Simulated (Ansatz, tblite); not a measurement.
Cost and result up the ladder for `COc1ccc(-c2ccc(C#Cc3ccc(C#Cc4ccc(C#Cc5ccc(C#Cc6ccc(C#Cc7ccc(C#Cc8ccc(C(F)=C(F)F)cc8)cc7)cc6)cc5)cc4)cc3)cc2)cc1` (102 atoms). Charge 0, multiplicity 1. Geometry: r2SCAN-D4/def2-SVP.

```xyz
102

C   -13.750    8.291  -19.901
O   -12.838    7.228  -20.074
C   -12.230    6.719  -18.977
C   -11.335    5.657  -19.202
C   -10.660    5.073  -18.138
C   -10.852    5.518  -16.811
C   -10.129    4.899  -15.683
C    -8.819    4.398  -15.842
C    -8.128    3.827  -14.781
C    -8.722    3.730  -13.501
C    -8.013    3.165  -12.411
C    -7.393    2.690  -11.466
C    -6.665    2.162  -10.371
C    -5.293    1.841  -10.502
C    -4.572    1.350   -9.424
C    -5.193    1.153   -8.167
C    -4.449    0.678   -7.058
C    -3.799    0.288   -6.094
C    -3.041   -0.132   -4.974
C    -3.676   -0.509   -3.766
C    -2.930   -0.892   -2.662
C    -1.515   -0.910   -2.714
C    -0.752   -1.265   -1.575
C    -0.090   -1.546   -0.581
C     0.676   -1.839    0.573
C     0.064   -2.373    1.734
C     0.810   -2.629    2.875
C     2.200   -2.358    2.907
C     2.955   -2.584    4.084
C     3.606   -2.755    5.109
C     4.352   -2.923    6.301
C     3.771   -3.527    7.442
C     4.494   -3.665    8.617
C     5.831   -3.204    8.704
C     6.561   -3.319    9.912
C     7.190   -3.400   10.962
C     7.911   -3.473   12.178
C     7.347   -4.094   13.319
C     8.047   -4.150   14.515
C     9.342   -3.587   14.624
C    10.052   -3.631   15.849
C    10.663   -3.659   16.911
C    11.369   -3.686   18.139
C    12.632   -3.060   18.264
C    13.326   -3.077   19.466
C    12.783   -3.724   20.600
C    13.453   -3.780   21.891
F    12.797   -4.438   22.867
C    14.644   -3.265   22.259
F    15.141   -3.387   23.467
F    15.445   -2.587   21.463
C    11.524   -4.350   20.478
C    10.831   -4.331   19.275
C     9.908   -2.972   13.481
C     9.208   -2.917   12.285
C     6.416   -2.612    7.559
C     5.693   -2.475    6.383
C     2.813   -1.834    1.743
C     2.068   -1.583    0.601
C    -0.880   -0.544   -3.925
C    -1.626   -0.166   -5.032
C    -6.568    1.461   -8.039
C    -7.288    1.956   -9.117
C   -10.037    4.224  -13.337
C   -10.719    4.794  -14.405
C   -11.753    6.578  -16.607
C   -12.437    7.180  -17.666
H   -14.600    7.998  -19.258
H   -13.259    9.181  -19.464
H   -14.125    8.543  -20.901
H   -11.197    5.302  -20.227
H    -9.989    4.231  -18.334
H    -8.324    4.488  -16.813
H    -7.108    3.458  -14.923
H    -4.804    1.992  -11.467
H    -3.511    1.112   -9.533
H    -4.768   -0.490   -3.713
H    -3.431   -1.176   -1.732
H    -1.010   -2.578    1.721
H     0.328   -3.037    3.767
H     2.738   -3.879    7.388
H     4.035   -4.128    9.495
H     6.347   -4.529   13.247
H     7.602   -4.629   15.391
H    13.062   -2.556   17.396
H    14.296   -2.583   19.522
H    11.093   -4.854   21.345
H     9.856   -4.820   19.198
H    10.907   -2.535   13.554
H     9.653   -2.437   11.409
H     7.448   -2.255    7.614
H     6.152   -2.011    5.506
H     3.886   -1.625    1.757
H     2.550   -1.173   -0.291
H     0.212   -0.558   -3.977
H    -1.126    0.119   -5.961
H    -7.058    1.310   -7.073
H    -8.348    2.198   -9.006
H   -10.516    4.146  -12.357
H   -11.745    5.144  -14.256
H   -11.905    6.970  -15.597
H   -13.114    8.011  -17.460
```

Ansatz on 11 threads of AMD EPYC 7R13 on a shared host and a whole NVIDIA H100 80GB HBM3; xTB runs through tblite on one thread. Times are rough, summed over both states, and most runs start from the orbitals of an earlier one. PBE0-D4/def2-TZVP serves as the yardstick here, not as an exact answer. The other state is a doublet.

The xTB rows come from tblite. Single mean-field runs in def2-TZVP are fitted with def2-universal-jkfit.

Raw xTB energies of ions are shifted by several eV.

```tsv
level	functions	wall time	vertical IE (eV)	difference from PBE0-D4/def2-TZVP (eV)
GFN1-xTB	338	2.4 s	11.64	5.34
GFN2-xTB	303	2.6 s	10.71	4.41
PBE-D4/def2-TZVP	2287	59 s	5.79	-0.50
PBE0-D4/def2-TZVP	2287	88 s	6.30	0.00
```
